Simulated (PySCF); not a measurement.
Computed shifts of a molecule C3H3F3, KT2/pcSseg-1 run with PySCF, GIAO, gas phase, atoms alike by connectivity averaged where their shifts nearly agree, in ppm (number of nuclei): ¹⁹F: -274.8 (1), -289.8 (2). ¹³C: 77.9 (2), 76.9 (1). ¹H: 4.91 (1), 4.68 (2). References: ¹⁹F against CFCl3 (σ = 127.1 ppm); ¹³C against TMS (σ = 185.1 ppm); ¹H against TMS (σ = 31.47 ppm), references at their B3LYP-D3(BJ)/def2-TZVP geometries, non-relativistic. Geometry optimised at PBE0-D3(BJ)/def2-SVP. The values are those of a single conformer.

### Question
Pick the molecule that these values belong to.
(A) F/C=C\C(F)F
(B) C=CC(F)(F)F
(C) C=C(F)C(F)F
(D) F[C@H]1[C@H](F)[C@H]1F

### Answer
D, F[C@H]1[C@H](F)[C@H]1F
